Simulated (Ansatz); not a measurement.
Ansatz (a quantum-chemistry and plane-wave program) input:
A basis named .json is the Basis Set Exchange file of that set.

Ansatz 0.2 input:
```yaml
crystal:
  periodic: [false, false, false]
  atoms:
    - {symbol: C, position_ang: [1.53577866, 0.49359512, 0.96784267]}
    - {symbol: Si, position_ang: [-0.02995866, 0.17726895, 0.04587916]}
    - {symbol: C, position_ang: [-1.59408023, -0.04316149, 0.99800651]}
    - {symbol: N, position_ang: [-0.20189783, 1.10132068, -1.35163757]}
    - {symbol: N, position_ang: [0.27396804, -1.63213538, -0.61590846]}
    - {symbol: H, position_ang: [2.40525676, 0.51976832, 0.30704996]}
    - {symbol: H, position_ang: [1.71597815, -0.25712134, 1.74008589]}
    - {symbol: H, position_ang: [1.47446287, 1.46404794, 1.46498521]}
    - {symbol: H, position_ang: [-1.85028856, 0.89386814, 1.49702732]}
    - {symbol: H, position_ang: [-2.43481482, -0.31028202, 0.35369588]}
    - {symbol: H, position_ang: [-1.49938325, -0.80854125, 1.77107375]}
    - {symbol: H, position_ang: [-1.09431243, 1.34097057, -1.75506685]}
    - {symbol: H, position_ang: [0.55197170, 1.62330083, -1.77093282]}
    - {symbol: H, position_ang: [0.39929181, -2.32115894, 0.12696041]}
    - {symbol: H, position_ang: [-0.50848239, -1.94511576, -1.19195471]}
    - {symbol: H, position_ang: [1.10505942, -1.66840065, -1.20750512]}
basis:
  gaussian:
    orbitals: cc-pV_Q+d_Z.json
    fitting: {mean_field: def2-universal-jkfit, correlation: cc-pVQZ-RIFIT.json}
total_charge: 1
magnetization: {spin_polarized: false}
correlation: {method: mp2, electrons: outside_noble_gas}
```

Q: Predict the final energy.

A: -480.94112 Eh (RI-MP2/cc-pV(Q+d)Z). The basis has 614 functions.

It need not be the lowest isomer of its formula.
